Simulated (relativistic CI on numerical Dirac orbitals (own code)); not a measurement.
Radial Dirac CI calculation of C⁴⁺.

Command:

```sh
python run_levels.py task.json out
```

Input:

```
atom C  Z=6  charge=4  electrons=2
nucleus A=12  rms_radius_fm=2.4702
hamiltonian dirac-coulomb  breit=on  qed=on  c_scale=1
orbitals kli  potential=per-configuration
slater_scale 1
correlation none
mixing on
grid step=0.0125 r_max=16.6
scf mixing=0.4 start=green max_iterations=150 tolerance=2e-08 node_fill=0.05
configurations
  1s2
  1s 2s
  1s 2p
end
```

Output:

```
SCF 1: 1s2
 iter      energy (Ha)   residual   last orbital (Ha)
    1       -32.266344   5.30e-01    -16.96899
    2       -32.338016   3.12e-01    -15.89351
    3       -32.375935   4.86e-03    -14.41010
    4       -32.375981   2.04e-03    -14.43238
    5       -32.375984   3.22e-05    -14.42299
    6       -32.375984   9.74e-06    -14.42318
    7       -32.375984   2.80e-08    -14.42314
    8       -32.375984   1.78e-09    -14.42314
SCF 2: 1s 2s
 iter      energy (Ha)   residual   last orbital (Ha)
    1       -21.350047   2.93e-01     -3.67671
    2       -21.367961   1.71e-01     -3.54551
    3       -21.375791   6.06e-03     -3.37086
    4       -21.376159   7.56e-04     -3.36627
    5       -21.376147   4.54e-05     -3.36570
    6       -21.376148   3.72e-07     -3.36573
    7       -21.376148   6.30e-08     -3.36573
    8       -21.376148   1.70e-10     -3.36573
SCF 3: 1s 2p
 iter      energy (Ha)   residual   last orbital (Ha)
    1       -21.142972   2.65e-01     -3.60867
    2       -21.173313   1.52e-01     -3.42573
    3       -21.189873   6.95e-03     -3.18963
    4       -21.189995   1.57e-03     -3.18408
    5       -21.190000   5.50e-05     -3.18283
    6       -21.190001   5.75e-06     -3.18281
    7       -21.190001   8.24e-08     -3.18281
    8       -21.190001   4.47e-10     -3.18281
orbital energies (Ha): 1s -14.4231
configuration averages (Ha): Dirac-Coulomb, Breit, QED
  1s2                            -32.375984    0.002447    0.001594
  1s 2s                          -21.376148    0.000105    0.000966
  1s 2p                          -21.190001    0.000127    0.000882
levels: no., configuration, term, J, E (cm-1), weight
   1 1s2                    1S   0                0.0  1.00
   2 1s 2s                  3S   1          2402183.9  1.00
   3 1s 2p                  3P*  1          2446291.1  1.00
   4 1s 2p                  3P*  0          2446306.2  1.00
   5 1s 2p                  3P*  2          2446424.4  1.00
   6 1s 2s                  1S   0          2447138.5  1.00
   7 1s 2p                  1P*  1          2477947.5  1.00
lowest total energy -32.371943 Ha
end: converged
```

With so few configurations and no correlation, terms lie too far apart (by 10 to 50 % or more near neutrality), their order can be wrong, and levels of other configurations are missing.
